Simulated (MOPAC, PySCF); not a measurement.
CH9Ge3NO, SMILES `[NH2][GeH2][GeH2][GeH2][CH]=O`, neutral singlet in the gas phase. 

Cartesian coordinates (Å):
SMILES: [NH2][GeH2][GeH2][GeH2][CH]=O
```xyz
15

N     -2.7526    -0.9285     0.5191
Ge    -2.2387     0.5478    -0.4568
Ge     0.1016     0.9576     0.0203
Ge     0.9740     2.7793    -1.3268
C      2.9006     3.0688    -0.8597
O      3.7898     2.5106    -1.4412
H     -3.7455    -1.1418     0.4526
H     -2.2331    -1.7729     0.2922
H     -2.4285     0.4143    -1.9917
H     -3.1046     1.7234     0.0340
H      0.2923     1.3014     1.5109
H      0.9354    -0.3033    -0.2869
H      0.1842     4.0725    -1.0326
H      0.8880     2.4389    -2.8239
H      3.1223     3.7602     0.0012
```
Charge 0, multiplicity 1.

All levels are single points at this geometry (PBE0-D4/def2-SVP); Pople sets use spherical d functions. Orbital energies aren't observables, and empty levels follow the basis.

```json
[
 {"level": "B3LYP-D3(BJ)/def2-TZVP in PySCF", "HOMO (eV)": "-6.67", "LUMO (eV)": "-1.83", "gap (eV)": "4.84", "dipole (D)": "2.52", "vertical IE, Delta-SCF (eV)": "8.52"},
 {"level": "PBE-D3(BJ)/def2-TZVP in PySCF", "HOMO (eV)": "-5.56", "LUMO (eV)": "-2.67", "gap (eV)": "2.88", "dipole (D)": "2.34", "vertical IE, Delta-SCF (eV)": "–"},
 {"level": "PBE0-D4/def2-TZVP in PySCF", "HOMO (eV)": "-6.87", "LUMO (eV)": "-1.59", "gap (eV)": "5.29", "dipole (D)": "2.49", "vertical IE, Delta-SCF (eV)": "8.59"},
 {"level": "B3LYP/6-31G* in PySCF", "HOMO (eV)": "-6.39", "LUMO (eV)": "-1.46", "gap (eV)": "4.93", "dipole (D)": "2.40", "vertical IE, Delta-SCF (eV)": "8.30"},
 {"level": "M06-2X/6-31G* in PySCF", "HOMO (eV)": "-7.90", "LUMO (eV)": "-0.25", "gap (eV)": "7.65", "dipole (D)": "2.58", "vertical IE, Delta-SCF (eV)": "–"},
 {"level": "HF/6-31G* in PySCF", "HOMO (eV)": "-9.72", "LUMO (eV)": "2.49", "gap (eV)": "12.21", "dipole (D)": "2.93", "vertical IE, Delta-SCF (eV)": "7.98"},
 {"level": "AM1 in MOPAC", "HOMO (eV)": "-9.68", "LUMO (eV)": "-1.37", "gap (eV)": "8.31", "dipole (D)": "3.11", "vertical IE, Delta-SCF (eV)": "–"},
 {"level": "PM6 in MOPAC", "HOMO (eV)": "-9.25", "LUMO (eV)": "-0.88", "gap (eV)": "8.36", "dipole (D)": "2.63", "vertical IE, Delta-SCF (eV)": "–"},
 {"level": "PM7 in MOPAC", "HOMO (eV)": "-9.40", "LUMO (eV)": "-2.75", "gap (eV)": "6.65", "dipole (D)": "2.07", "vertical IE, Delta-SCF (eV)": "–"}
]
```
